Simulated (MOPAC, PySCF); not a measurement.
AlFI₂, SMILES `[F][Al]([I])[I]`, neutral singlet in the gas phase. 

Cartesian coordinates (Å):
```xyz
4

F     -0.0193     1.8184    -0.0194
Al    -0.0018     0.1754    -0.0019
I     -2.1427    -1.0197     0.0110
I      2.1638    -0.9741     0.0104
```
Charge 0, spin multiplicity 1.

All levels are single points at this geometry (B3LYP-D3(BJ)/def2-TZVP); Pople sets use spherical d functions. Orbital energies aren't observables, and empty levels follow the basis.

BP86/6-31G* (LANL2DZ on I) in PySCF gives dipole (D) = 0.26.

### Question
Estimate the dipole (D) from each of these levels: B3LYP-D3(BJ)/def2-TZVP in PySCF; PBE-D3(BJ)/def2-TZVP in PySCF; SVWN5/6-31G* (LANL2DZ on I) in PySCF; HF/6-31G* (LANL2DZ on I) in PySCF; PM3 in MOPAC.

### Answer

```csv
level,dipole (D)
B3LYP-D3(BJ)/def2-TZVP in PySCF,0.99
PBE-D3(BJ)/def2-TZVP in PySCF,0.99
SVWN5/6-31G* (LANL2DZ on I) in PySCF,0.41
HF/6-31G* (LANL2DZ on I) in PySCF,0.19
PM3 in MOPAC,1.33
```
